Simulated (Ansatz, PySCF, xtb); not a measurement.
Gas-phase reaction R1 + R2 → P1 + P2, each structure at its B3LYP-D3(BJ)/def2-TZVP stationary point, reached from a drawn start (curvature not checked).
R1: Cl2CrO2 (SMILES [O]=[Cr](=[O])([Cl])[Cl]), charge 0, multiplicity 1.
P1: ClCrHO2 (SMILES [O]=[CrH](=[O])[Cl]), charge 0, multiplicity 1.
R2: H2 (SMILES [H][H]), charge 0, multiplicity 1.
P2: HCl (SMILES Cl), charge 0, multiplicity 1.

P less R. No zero-point or thermal terms; no spin–orbit coupling.

Codes used: Ansatz (Gaussian basis) for Hartree–Fock, density functionals and correlated methods; PySCF for the D3/D4 terms; xtb for the GFN methods. No computed number here is a measurement.

Question: One of these levels gives 1.92 kcal/mol for the reaction energy. Name it.
A. HF/def2-TZVPP
B. SVWN5/def2-TZVPP
C. BLYP-D3(BJ)/def2-TZVPP
D. GFN1-xTB

Answer: A, HF/def2-TZVPP. The others give -10.59 (GFN1-xTB), 21.95 (SVWN5/def2-TZVPP), 24.58 (BLYP-D3(BJ)/def2-TZVPP)

Ansatz is a quantum-chemistry and plane-wave program.
